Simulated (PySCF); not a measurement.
A structure optimised at PBE-D3(BJ)/def2-TZVP, used in a PySCF frequency run:

```xyz
3

O      0.0000    -1.3685     0.6041
Se     0.0000     0.0000    -0.2843
O      0.0000     1.3685     0.6041
```

Q: Write its SMILES, formula and point group.

A: O=[Se]=O, O₂Se, C2v

Q: What are its rotational constants (standard atomic weights)?

A: 28.125, 8.4339, 6.4882 GHz
